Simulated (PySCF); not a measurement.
# MoH₅ + 2 O₂ → Mo(OH)₃ + H₂O

Level: PBE0 in the def2-TZVP basis family, computed in PySCF with density fitting; scalar-relativistic core potentials for atoms from Rb on, none lighter, no spin–orbit coupling; open shells unrestricted.

```
species                                                                                                                                      state and structure      E (Eh)  ZPE (kJ/mol)  H(298 K) − H(0) (kJ/mol)  S° (J/(mol K))
   MoH₅  doublet, Cs, Mo–H 1.644 Å (×2), Mo–H 1.674 Å (×2), Mo–H 1.701 Å; H–Mo–H 57.0°, H–Mo–H 69.1° (×2), H–Mo–H 113.4° (×2), H–Mo–H 115.5°, H–Mo–H 116.8° (×4)   -71.05718          90.6                      12.1           258.7
     O₂                                                                                                                                triplet, D∞h, O–O 1.193 Å  -150.23561          10.3                       8.7           204.9
Mo(OH)₃                                                                quartet, C3v, Mo–O 1.893 Å (×3), O–H 0.962 Å (×3); H–O–Mo 122.4° (×3), O–Mo–O 119.9° (×3)  -295.61266         104.2                      18.9           331.9
    H₂O                                                                                                             singlet, C2v, O–H 0.960 Å (×2); H–O–H 105.1°   -76.37736          56.5                       9.9           188.7
```

Question: What is the electronic reaction energy?

Answer: At PBE0/def2-TZVP, ΔE = -1212.0 kJ/mol from the differences of the total energies times 2625.5, downhill. 

Question: Add zero-point, thermal and entropy terms for 298.15 K and 1 bar.

Answer: ΔZPE = 49.5 and Δ[H(298) − H(0)] = -0.7 kJ/mol give ΔH° = -1163.2 kJ/mol. ΔS° = -147.9 J/(mol K), so ΔG° = -1163.2 − 298.15 × (-0.1479) = -1119 kJ/mol.

Open d or f shells are single determinants, so the state found may not be the ground state. The structures come from searches over a few start shapes, so lower isomers are not excluded.
